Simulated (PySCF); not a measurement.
A GIAO shielding run with PySCF 2.14.0 with density-fitted response routines (density fitting, non-relativistic, gas phase) on SMILES [Si@H](N)(O)C1CCCC1, C₅H₁₃NOSi:

```
$ OMP_NUM_THREADS=1 python probes_run.py task.json out

{"job": {"kind": "nmr", "xc": "PBE0", "basis": "pcSseg-1"}, "charge": 0, "multiplicity": 1}
N      2.647800     0.652963     1.120018
Si     1.712414     1.008763    -0.290785
O      2.389741     0.241327    -1.555795
C     -0.050008     0.420568     0.112669
C     -0.202824    -1.087292     0.320829
C     -1.713143    -1.337310     0.219983
C     -2.268786    -0.188580    -0.643929
C     -1.057773     0.680169    -1.006023
H      3.642171     0.810204     1.071308
H      2.304949     0.958976     2.015285
H      1.726151     2.379699    -0.799705
H      2.564559    -0.695123    -1.511390
H     -0.415062     0.922551     1.014384
H      0.210888    -1.422363     1.270796
H      0.310614    -1.623077    -0.480532
H     -1.925519    -2.312245    -0.218882
H     -2.165062    -1.317666     1.212609
H     -2.773894    -0.559958    -1.535456
H     -2.993240     0.395345    -0.074702
H     -1.317397     1.733995    -1.095794
H     -0.635499     0.355997    -1.958790
```

Hardware: 1 thread of an Arm Neoverse N1, shared host. The job also computes population analyses, field gradients, ring-centre shieldings.

**Question.** How large is the calculation?

**Answer.** 72 electrons, 208 basis functions and 1095 auxiliary functions.

**Question.** How long does it take, and how much memory does it need?

**Answer.** 81 s of wall time, with 13 SCF cycles and 4 response iterations; peak memory 1 GiB. Times on a shared host scatter by some tens of per cent.
